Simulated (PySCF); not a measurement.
CF₂, SMILES F[C]F (connectivity only; charge and spin as stated), neutral, multiplicity 1. Geometry optimised at B3LYP-D3(BJ)/def2-TZVP. The isomer is the one that the SMILES or the coordinates give; other isomers of the formula were not compared.

TDDFT-CAM-B3LYP/def2-TZVPD run with PySCF puts the lowest singlet excitations at 4.76, 8.25, 8.81, 9.34, 9.80, 9.83 eV.

What are the lowest excitation roots from PySCF 2.14.0 with ADC(2)/aug-cc-pVDZ? (Estimate from the structure and the level; the computed values follow.)

4.96, 7.92, 9.11, 9.22, 9.67, 9.74 eV. S1 differs by 0.20 eV (second minus first; roots are paired by order, and the bases may differ).
